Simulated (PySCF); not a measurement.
# Simulated absorption spectrum

Compound: C7H10OS.
Cartesian coordinates in Å at the PBE0-D3(BJ)/def2-SVP level; atoms count from 1:
```
atom  x, y, z in Å
C1     3.2470    0.5174   -0.6683
C2     2.0426   -0.3628   -0.4501
O3     1.9011   -1.4044   -1.0459
C4     1.0234    0.1261    0.5706
C5     0.0361   -0.9707    0.9811
C6    -1.0038   -0.9716   -0.1387
C7    -1.0630    0.4464   -0.6371
S8    -2.1882    1.0816   -1.6154
C9     0.1147    1.1998   -0.0628
H10    2.9952    1.5873   -0.6366
H11    3.9637    0.3292    0.1489
H12    3.7298    0.2632   -1.6201
H13    1.5794    0.5432    1.4268
H14   -0.4311   -0.6993    1.9414
H15    0.5274   -1.9456    1.1033
H16   -1.9989   -1.3508    0.1339
H17   -0.6385   -1.5914   -0.9765
H18   -0.2728    1.8782    0.7176
H19    0.5904    1.8425   -0.8186
```

Computed with TDDFT PBE0/def2-SVPD, vertical, gas phase, core orbitals frozen in the response (PySCF 2.14.0, density-fitted response routines).

Computed states:

```tsv
state	E (eV)	f
S1	2.52	0.0000
S2	4.41	0.0002
S3	4.54	0.0011
S4	4.66	0.0041
S5	5.53	0.253
S6	5.72	0.023
```

Each state is given a Gaussian of 0.3 eV full width at half maximum, with ε(max) = 2.175×10⁸ f / Δν̃ (Δν̃ the width in cm⁻¹). The width is an assumption, not a result. The curve ends short of the highest state used, and states not computed would add to its high-energy end.

Question: What does the envelope look like, and where are its maxima?

Answer: 
(E (eV), ε (L mol⁻¹ cm⁻¹)): (2.07, 0), (2.14, 0), (2.21, 0), (2.28, 0), (2.35, 1), (2.42, 1), (2.49, 2), (2.56, 2), (2.63, 1), (2.71, 1), (2.78, 0), (2.85, 0), (2.92, 0), (2.99, 0), (3.06, 0), (3.13, 0), (3.20, 0), (3.27, 0), (3.34, 0), (3.41, 0), (3.49, 0), (3.56, 0), (3.63, 0), (3.70, 0), (3.77, 0), (3.84, 0), (3.91, 0), (3.98, 0), (4.05, 0), (4.12, 2), (4.19, 7), (4.27, 25), (4.34, 63), (4.41, 134), (4.48, 242), (4.55, 363), (4.62, 436), (4.69, 409), (4.76, 294), (4.83, 159), (4.90, 65), (4.97, 21), (5.05, 23), (5.12, 134)

Maxima: 267 nm (4.64 eV), ε about 440, made up of S3 (16%) and S4 (83%) (ε in L mol⁻¹ cm⁻¹; maxima over ε = 5, shares over 10%). At its high-energy end, 5.12 eV, the curve is still rising (ε about 130, from S5).

Question: What would ε be at 4.64 eV, the highest of these maxima, with half the width (0.15 eV)?

Answer: About 756 L mol⁻¹ cm⁻¹ against 440, a factor of about 1.7; a lone state at its own centre would give exactly 2.

Question: Does any computed singlet lie in the visible range?

Answer: S1 lies in the visible range (380 to 750 nm), at 492 nm, dark in the vertical dipole picture (f under 0.0005); light of that wavelength is green-blue to blue-green, and its complementary colour is orange to red.

Question: On this curve, what absorbance would a 10⁻⁵ mol/L sample give at 248 nm over a 1 cm path?

Answer: 248 nm is 4.999 eV, where ε is about 15 L mol⁻¹ cm⁻¹, so A = ε c l ≈ 0.00015 (Beer–Lambert, with the gas-phase spectrum and the assumed width).

One conformer stands for the species.
